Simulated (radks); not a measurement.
Coulomb parameter of the 3d shell of the copper ion Cu3+ in the model configuration [Ar] 3d6 4p2, as a second difference U = [E(n + 0.5) + E(n - 0.5) - 2 E(n)] / (0.5)^2 with all orbitals relaxed. "Bare": the charge of the atom changes with n. "Screened": the 4p shell takes up the change at fixed total charge, which measures U(3d,3d) + U(4p,4p) - 2 U(3d,4p). All-electron calculation, scalar-relativistic Kohn-Sham, PBEsol, spin-unpolarised, spherical densities, point nucleus. Program: a radial shooting solver on a logarithmic mesh with Libxc functionals.

| case | configuration | E - E(n) (eV) |
|---|---|---|
| start | [Ar] 3d6 4p2 | 0.000 |
| bare +0.5 | [Ar] 3d6.5 4p2 | -31.464 |
| bare -0.5 | [Ar] 3d5.5 4p2 | 37.150 |
| screened +0.5 | [Ar] 3d6.5 4p1.5 | -17.391 |
| screened -0.5 | [Ar] 3d5.5 4p2.5 | 19.296 |

U(bare) = 22.743 eV, U(screened by 4p) = 7.621 eV, against the Slater integral F0(3d,3d) = 32.164 eV with frozen orbitals.
